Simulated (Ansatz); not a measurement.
Computed with Ansatz.

A structure relaxed at PBE0-D4/def2-TZVP, charge 0, multiplicity 1:

```xyz
31

C    -2.1920   -0.8115    1.0339
C    -1.5414    0.2906    0.1944
C    -2.2321    0.4005   -1.1672
B    -0.0002   -0.0017    0.0025
C     0.4689   -1.3208   -0.7308
C     1.2549   -0.9681   -1.9962
C     1.3247   -2.1767    0.2060
C     1.0723    1.0265    0.5411
C     0.8949    2.3864   -0.1384
C     0.9496    1.1704    2.0602
H    -1.7502   -0.8808    2.0319
H    -2.0873   -1.7902    0.5566
H    -3.2629   -0.6223    1.1610
H    -1.6902    1.2416    0.7207
H    -3.3032    0.5912   -1.0454
H    -2.1279   -0.5241   -1.7424
H    -1.8202    1.2143   -1.7707
H    -0.3972   -1.9221   -1.0336
H     0.6514   -0.3970   -2.7073
H     1.5955   -1.8744   -2.5075
H     2.1418   -0.3725   -1.7608
H     1.6660   -3.0853   -0.3005
H     2.2143   -1.6344    0.5392
H     0.7718   -2.4856    1.0975
H     2.0877    0.6743    0.3212
H     1.6270    3.1080    0.2385
H     1.0250    2.3225   -1.2224
H    -0.0997    2.8002    0.0521
H    -0.0429    1.5299    2.3471
H     1.6813    1.8893    2.4429
H     1.1204    0.2216    2.5765
```

Question: Give its formula and SMILES.

Answer: C9H21B, `CC(C)B(C(C)C)C(C)C`.

Question: Point group (tolerance 0.08 Å, 0.16 Å for H)?

Answer: C3h.

Question: Summarise the bond lengths by kind.

Answer: 6 × C–C 1.530 to 1.531 Å; 21 × C–H 1.094 to 1.097 Å; 3 × B–C 1.580 Å.
